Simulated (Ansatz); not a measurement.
A run of Ansatz (development build ahead of 0.2.0) on singlet Li8H8 at this shape:

```xyz
16

Li    4.0625    0.0000    0.0000
Li    2.8726    2.8640    0.0000
Li    0.0000    4.0503    0.0000
Li   -2.8726    2.8640    0.0000
Li   -4.0625    0.0000    0.0000
Li   -2.8726   -2.8640    0.0000
Li    0.0000   -4.0503    0.0000
Li    2.8726   -2.8640    0.0000
H     4.2166    1.7413    0.0000
H     1.7466    4.2040    0.0000
H    -1.7466    4.2040    0.0000
H    -4.2166    1.7413    0.0000
H    -4.2166   -1.7413    0.0000
H    -1.7466   -4.2040    0.0000
H     1.7466   -4.2040    0.0000
H     4.2166   -1.7413    0.0000
```

Its results:

```json
{
  "Converged": "yes",
  "Total energy": "-64.27813 hartree",
  "Spin squared of the determinant": "0.000"
}
```

Problem. Which input gives this output? Name the method, the orbitals and the basis set, and write the input.

Solution. RHF in 6-31G. An unrestricted run that stays on the closed shell gives the same numbers.

```yaml
crystal:
  periodic: [false, false, false]
  atoms:
    - { symbol: Li, position_ang: [4.0625, 0.0, 0.0] }
    - { symbol: Li, position_ang: [2.87262, 2.86403, 0.0] }
    - { symbol: Li, position_ang: [0.0, 4.05035, 0.0] }
    - { symbol: Li, position_ang: [-2.87262, 2.86403, 0.0] }
    - { symbol: Li, position_ang: [-4.0625, 0.0, 0.0] }
    - { symbol: Li, position_ang: [-2.87262, -2.86403, 0.0] }
    - { symbol: Li, position_ang: [0.0, -4.05035, 0.0] }
    - { symbol: Li, position_ang: [2.87262, -2.86403, 0.0] }
    - { symbol: H, position_ang: [4.21658, 1.74134, 0.0] }
    - { symbol: H, position_ang: [1.74657, 4.20397, 0.0] }
    - { symbol: H, position_ang: [-1.74657, 4.20397, 0.0] }
    - { symbol: H, position_ang: [-4.21658, 1.74134, 0.0] }
    - { symbol: H, position_ang: [-4.21658, -1.74134, 0.0] }
    - { symbol: H, position_ang: [-1.74657, -4.20397, 0.0] }
    - { symbol: H, position_ang: [1.74657, -4.20397, 0.0] }
    - { symbol: H, position_ang: [4.21658, -1.74134, 0.0] }
basis:
  gaussian: { orbitals: "6-31G" }
hamiltonian:
  xc: hf
```
